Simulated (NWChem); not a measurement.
water (H₂O); SMILES O

```xyz
3

O      0.0000     0.0000     0.1326
H      0.7626     0.0000    -0.4646
H     -0.7626     0.0000    -0.4646
```
Atoms are numbered in this order, from 1.

Computed with NWChem. All runs use the structure optimised with B3LYP/6-31G* (spherical d). No frequency run checked for a minimum. GIAO values for the isolated, static molecule; σ is the absolute isotropic shielding.

For level PBE0/def2-SVP:

```yaml
"σ O1 (ppm)": 339.4
```

Task: How do the values read with level Hartree-Fock/6-31G* instead?

Result: 
| Item | Result |
|---|---|
| σ O1 (ppm) | 323.8 |
